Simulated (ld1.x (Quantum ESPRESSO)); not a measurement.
Which change was made? (Ag, RRKJ)

silver, norm-conserving RRKJ (Kleinman–Bylander form), made with ld1.x (Quantum ESPRESSO) 7.5 (PBE, scalar-relativistic). Core [Ar] 3d10 4s2, reference 4p6 4d9 5s2 5p0. Waves: 4p (bound): rc 1.65 bohr; 4d (bound): rc 1.90 bohr; 5s (bound): rc 2.20 bohr. Local part: the s channel. Core correction: none.

Cutoffs, loose and tight: the cutoffs (Ry, on a coarse ladder) from which the occupation-weighted sum of valence levels, in a spherical-Bessel basis at the reference potential, stays within 10 and 1 mRy of its value at 400 Ry. They do not see the model core or the augmentation charge, which bear on the density cutoff. Test errors are all-electron minus pseudo excitation energies from the reference, over the configurations 4p6 4d10 5s1 5p0; 4p6 4d10 5s0 5p0; 4p6 4d9 5s0 5p0; 4p6 4d10 5s0.5 5p0; 4p6 4d9 5s1 5p0; 4p6 4d8 5s0 5p0; 4p5 4d10 5s1 5p0; variants that change the core or the reference have their own tests. The largest error is taken over the tests solved by every variant that gives reliable tests at all, those not shown here included: 4p5 4d10 5s1 5p0; 4p6 4d10 5s0 5p0; 4p6 4d10 5s0.5 5p0; 4p6 4d8 5s0 5p0; 4p6 4d9 5s0 5p0; 4p6 4d9 5s1 5p0.

The base gives: outcome: generated; cutoff, loose: 45 Ry; cutoff, tight: 70 Ry; bound ghosts: none; largest test error (meV): -195.

Problem. After one change the result is: outcome: generated; cutoff, loose: 80 Ry; cutoff, tight: 140 Ry; bound ghosts: none; largest test error (meV): -105. Which change was it?
A. all radii scaled by about 0.79 (s 1.72, p 1.30, d 1.50 bohr)
B. wave 4d (bound): rc 1.90 bohr becomes 4d (bound): rc 1.68 bohr
C. wave 5s (bound): rc 2.20 bohr becomes 5s (bound): rc 3.30 bohr

Solution. A. The others give: wave 5s (bound): rc 2.20 bohr becomes 5s (bound): rc 3.30 bohr → outcome: generated; cutoff, loose: 45 Ry; cutoff, tight: 60 Ry; bound ghosts: none; largest test error (meV): -438 | wave 4d (bound): rc 1.90 bohr becomes 4d (bound): rc 1.68 bohr → outcome: generated; cutoff, loose: 55 Ry; cutoff, tight: 60 Ry; bound ghosts: none; largest test error (meV): -154.
